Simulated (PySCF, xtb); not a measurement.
BiF2Cl, SMILES [F][Bi]([Cl])[F].

xtb with GFN2-xTB at its own geometry gives an orbital gap of 5.92 eV and a dipole moment of 6.92 D.

Geometry: PBE0-D3(BJ)/def2-SVP. The def2 effective core potentials stand for the cores of Bi; spin–orbit coupling is left out.

Task: What does ωB97X/def2-TZVPD (PySCF) give? (An estimate is asked for; the answer gives what the named calculation found.)

Result: gap 11.45 eV (levels -11.67 and -0.23 eV), dipole 4.87 D.
